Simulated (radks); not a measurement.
The numbers below are computed, except where a source is named.
Initial-state core-level shifts of the bismuth ion Bi2+ when its valence configuration changes from [Hg] 6p1. Level of theory: scalar-relativistic Kohn-Sham, PBEsol, spin-polarised, spherical densities, finite nucleus; open shells are filled with parallel spins first (spin-orbit coupling, left out, can overturn this in heavy ions); Fermi nuclear charge, rms radius 5.5211 fm (a radial shooting solver on a logarithmic mesh with Libxc functionals). Shifts are changes of the shell-averaged eigenvalues in eV (positive: less bound); the change of the density at the nucleus, which sets a Mossbauer isomer shift, is in e/bohr^3, on a base of 3.209e+06.

valence                          4s       4d       5s       5p  density at nucleus
[Xe] 4f14 5d9 6s2 6p2        -6.618   -6.601   -6.103   -5.751               +88.7
[Xe] 4f14 5d10 6p3           -3.405   -3.398   -3.370   -3.331              -717.9
[Xe] 4f13 5d10 6s2 6p2      -22.158  -20.785  -11.035   -9.415              +322.4
[Xe] 4f13 5d10 6s1 6p3      -23.684  -22.307  -12.546  -10.904               -75.4
[Xe] 4f13.5 5d9.5 6s2 6p2   -14.362  -13.672   -8.579   -7.591              +204.8
[Xe] 4f13.5 5d10 6s2 6p1.5  -11.017  -10.336   -5.507   -4.698              +159.3
[Xe] 4f14 5d10 6s1 6p2       -1.641   -1.638   -1.632   -1.615              -357.8
[Xe] 4f14 5d10 6s1.5 6p1.5   -0.847   -0.846   -0.841   -0.833              -175.6
[Xe] 4f14 5d9 6s1.5 6p2.5    -7.393   -7.374   -6.868   -6.504              -101.4
